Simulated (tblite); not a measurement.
Species: C4H14N2Si3.
SMILES with atom numbers: `[H]/[N:1]=[CH:2]/[C@@H:3]([C@@H:4]1[CH2:5][SiH2:6]1)[N:7]([SiH3:8])[SiH3:9]` (hydrogens: H10 on N1; H11 on C2; H12 on C3; H13 on C4; H14, H15 on C5; H16, H17 on Si6; H18, H19, H20 on Si8; H21, H22, H23 on Si9)

Computed with GFN2-xTB (tblite), gas phase: L-BFGS steps from a force-field or distance-geometry start until the largest atomic force falls under 0.01 eV/Å.

Step 21: E = -726.4945 eV
```
atom  x, y, z in Å  |  force x, y, z in eV/Å
N1      0.2156    1.6246    2.0560    0.006   0.035  -0.004
C2     -0.0301    0.5982    1.3798    0.103  -0.008   0.008
C3      0.2776    0.5606   -0.0828   -0.026  -0.018  -0.076
C4      1.3347   -0.4665   -0.4535   -0.012   0.170  -0.027
C5      1.5345   -1.7812    0.3182   -0.086  -0.004  -0.065
Si6     2.9948   -0.5968    0.4503   -0.082  -0.024  -0.047
N7     -0.9934    0.3946   -0.7956   -0.005   0.015   0.029
Si8    -1.9290    1.8342   -1.1155    0.020  -0.034   0.025
Si9    -1.8541   -1.1187   -0.7873    0.030   0.047  -0.033
H10    -0.0744    1.5976    3.0320    0.008  -0.027   0.007
H11    -0.5249   -0.3034    1.7596   -0.071  -0.034   0.014
H12     0.6727    1.5496   -0.3527   -0.034  -0.046  -0.008
H13     1.3753   -0.5800   -1.5367   -0.086  -0.022   0.107
H14     0.8959   -1.9497    1.1753    0.042   0.049  -0.025
H15     1.5739   -2.6677   -0.3027    0.071  -0.001   0.042
H16     3.2395    0.1037    1.6943   -0.090   0.018   0.038
H17     4.1831   -0.8341   -0.3522   -0.035  -0.054  -0.035
H18    -2.9090    2.0899   -0.0461    0.066   0.019  -0.060
H19    -2.6279    1.5787   -2.3774    0.041   0.040   0.064
H20    -1.0008    2.9568   -1.2295    0.006  -0.052  -0.001
H21    -0.9451   -2.2227   -1.0726    0.039   0.025   0.012
H22    -2.5506   -1.3619    0.4870    0.032  -0.032   0.006
H23    -2.8633   -0.9791   -1.8377    0.062  -0.061   0.029
```

Step 22: E = -726.4984 eV
```
atom  x, y, z in Å  |  force x, y, z in eV/Å
N1      0.2160    1.6247    2.0595    0.027   0.007  -0.018
C2     -0.0266    0.5987    1.3807    0.036  -0.008   0.011
C3      0.2759    0.5597   -0.0849   -0.022   0.016   0.001
C4      1.3295   -0.4687   -0.4578    0.025   0.199  -0.017
C5      1.5315   -1.7803    0.3139   -0.059   0.018  -0.041
Si6     2.9893   -0.5935    0.4497   -0.054  -0.017  -0.041
N7     -0.9988    0.3975   -0.7910    0.036  -0.011   0.022
Si8    -1.9285    1.8391   -1.1162    0.039  -0.050   0.034
Si9    -1.8495   -1.1209   -0.7868    0.028   0.027  -0.007
H10    -0.0744    1.5941    3.0362    0.011  -0.025  -0.030
H11    -0.5287   -0.3002    1.7611   -0.036  -0.021  -0.009
H12     0.6759    1.5462   -0.3565   -0.056  -0.035  -0.006
H13     1.3713   -0.5787   -1.5400   -0.083  -0.033   0.072
H14     0.8936   -1.9446    1.1691   -0.011   0.035   0.054
H15     1.5703   -2.6696   -0.2994    0.087  -0.043  -0.015
H16     3.2318    0.1097    1.6953   -0.096  -0.009  -0.010
H17     4.1769   -0.8358   -0.3549   -0.053  -0.042  -0.014
H18    -2.9052    2.0947   -0.0451    0.050   0.031  -0.056
H19    -2.6257    1.5797   -2.3780    0.036   0.049   0.061
H20    -0.9909    2.9549   -1.2271   -0.012  -0.052  -0.008
H21    -0.9350   -2.2228   -1.0681    0.025   0.044   0.008
H22    -2.5459   -1.3698    0.4872    0.035  -0.027   0.000
H23    -2.8578   -0.9871   -1.8369    0.047  -0.054   0.010
```

Q: Estimate the geometry and energy of step 23. (The exact step hangs on the optimiser's Hessian estimate; all steps are aligned on step 22, rigid shifts and turns removed.)

A: E = -726.5018 eV, largest force 0.148 eV/Å
```
atom  x, y, z in Å  |  force x, y, z in eV/Å
N1      0.2169    1.6250    2.0624    0.043  -0.023  -0.024
C2     -0.0228    0.5990    1.3818   -0.039  -0.009   0.010
C3      0.2740    0.5592   -0.0865   -0.011   0.045   0.076
C4      1.3255   -0.4673   -0.4613    0.044   0.141   0.004
C5      1.5272   -1.7789    0.3091   -0.017   0.040  -0.005
Si6     2.9835   -0.5906    0.4481   -0.015  -0.011  -0.019
N7     -1.0026    0.3997   -0.7869    0.059  -0.035   0.010
Si8    -1.9272    1.8421   -1.1162    0.052  -0.050   0.034
Si9    -1.8450   -1.1221   -0.7865    0.022  -0.006   0.024
H10    -0.0742    1.5905    3.0393    0.016  -0.017  -0.054
H11    -0.5326   -0.2974    1.7624    0.003   0.000  -0.029
H12     0.6778    1.5427   -0.3599   -0.069   0.006  -0.004
H13     1.3664   -0.5781   -1.5416   -0.075  -0.030   0.009
H14     0.8919   -1.9395    1.1649   -0.051   0.021   0.095
H15     1.5695   -2.6720   -0.2967    0.080  -0.050  -0.054
H16     3.2231    0.1143    1.6959   -0.098  -0.030  -0.052
H17     4.1703   -0.8384   -0.3574   -0.064  -0.030   0.001
H18    -2.9008    2.0991   -0.0452    0.023   0.041  -0.037
H19    -2.6231    1.5815   -2.3774    0.026   0.050   0.046
H20    -0.9828    2.9519   -1.2253   -0.015  -0.041  -0.014
H21    -0.9262   -2.2219   -1.0641    0.019   0.053   0.002
H22    -2.5411   -1.3768    0.4872    0.037  -0.021  -0.006
H23    -2.8525   -0.9951   -1.8361    0.029  -0.045  -0.012
```

The energy changes by -0.0034 eV. The first-order estimate −F·Δx gives -0.0047 eV and the mean of the old and new forces, exact on a quadratic surface, -0.0034 eV. The step makes an angle of 65° with the force vector and moves no atom by more than 0.010 Å.

The cost below is that of the whole relaxation. The run took 5.7 s on an Arm Neoverse N1 with one thread, on a shared host.
